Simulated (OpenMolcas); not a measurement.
Ta4+ (d1) among equal point charges was computed by CASSCF with the d shell active (OpenMolcas, ANO-RCC-VTZP on the metal). Its lowest spin-free states, and all those of the highest spin:

```json
{"2S+1": "2", "Degeneracy": "3", "E (cm-1)": "0.0"}
{"2S+1": "2", "Degeneracy": "2", "E (cm-1)": "19267"}
```

Question: Is the site octahedral, tetrahedral or cube-like, axial, or of lower symmetry?

Answer: The states with 2S+1 = 2 have orbital degeneracies 3, 2. Threefold states need a cubic site. For d1 at this spin an octahedron puts the threefold T2 below the twofold E and a tetrahedron or cube puts the twofold E below the threefold T2, so the site is octahedral. The first gap at this spin, 19300 cm-1, is |10Dq| in ligand-field theory. The run had Ta4+ among 6 point charges of -1.7 e arranged as an octahedron (Oh), 1.92 Å from the ion.

An orbital triplet at a regular site is open to Jahn-Teller coupling, which can distort the site and quench the lowest spin-orbit gaps and is left out. This field is weak: 10Dq is about 19267 cm-1, while octahedral complexes of 5d ions of charge 3 and more, computed by the same method with explicit ligands, had a median near 35000 cm-1. Ground spin and moment need not be those of a real site. Point charges carry no covalency, so the field is a model and not that of real ligands. No measured value stands beside these numbers.
